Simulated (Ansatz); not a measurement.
Reaction (redistribution): `ClC[SiH2][TeH]` + `Cl[SiH2][SeH]` → `[SeH][SiH2][TeH]` + `ClC[SiH2]Cl`

Program: Ansatz. Geometries: PBE0-D4/def2-TZVP. ΔE: electronic, gas phase. CCSD(T)/CBS is the MP2 limit (def2-TZVPP, def2-QZVPP) plus CCSD(T) − MP2 in def2-TZVPP, frozen cores. Functionals use def2-TZVPP. B3LYP here is the variant with VWN-RPA as its local correlation; programs differ in this. def2 core potentials past Kr. For Se, Te outer-core shells are correlated without core-valence functions, which leaves a few kJ/mol of doubt a bond. Scalar relativity is left out up to krypton. One conformer a species, not always the lowest.

| level | ΔE (kcal/mol) | difference from CCSD(T)/CBS |
| --- | --- | --- |
| PBE0-D4 | -1.3 | -0.1 |
| B3LYP-D4 | -1.3 | -0.1 |
| ωB97X-V | -1.3 | -0.1 |
| ωB97M-V | -1.3 | -0.1 |
| B2PLYP | -1.3 | -0.1 |
| PBE | -1.3 | -0.1 |
| HF/def2-TZVPP | -1.3 | -0.1 |
| MP2/def2-TZVPP | -1.3 | -0.1 |
| SCS-MP2/def2-TZVPP | -1.3 | -0.1 |
| HF/def2-QZVPP | -1.3 | -0.1 |
| CCSD(T)/CBS | -1.2 | 0 |

Largest T1 diagnostic among the species: 0.010.
